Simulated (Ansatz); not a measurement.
Reaction (ligand exchange at a Zn–O bond): `OB(O)[O][Zn][F]` + HCl → `[F][Zn][Cl]` + `OB(O)O`

Computed with Ansatz on PBE0-D4/def2-TZVP structures; ΔE is electronic, products minus reactants. CBS: MP2 limit from def2 TZ/QZ plus the TZ coupled-cluster correction, frozen cores. This one scheme is used for every species. Functionals use def2-TZVPP. B3LYP here is the variant with VWN-RPA as its local correlation; programs differ in this. For Zn outer-core shells are correlated without core-valence functions, which leaves a few kJ/mol of doubt a bond. Scalar relativity is left out up to krypton. Each species was taken in one conformer, which may not be the lowest.

```tsv
level	ΔE (kJ/mol)	difference from CCSD(T)/CBS
PBE-D4	-93.0	1.9
r2SCAN-D4	-94.4	0.5
PBE0-D4	-100.2	-5.3
ωB97M-V	-96.7	-1.8
B2PLYP	-93.9	1.0
B3LYP	-98.8	-3.9
HF/def2-TZVPP	-114.7	-19.8
MP2/def2-TZVPP	-87.2	7.7
SCS-MP2/def2-TZVPP	-86.7	8.2
HF/def2-QZVPP	-115.0	-20.1
CCSD(T)/CBS	-94.9	0
```

Largest T1 diagnostic among the species: 0.016.

In def2-TZVPP, CCSD(T) changes the Hartree–Fock value by +28.8 kJ/mol (the triples alone add +3.5 kJ/mol) and MP2 by +27.5 kJ/mol. The D4 term adds +3.7 kJ/mol with B3LYP and +2.1 kJ/mol with PBE0; it sums over pairs of atoms, weighted by their polarisabilities, and B3LYP, whose exchange is more repulsive, gets the larger term.
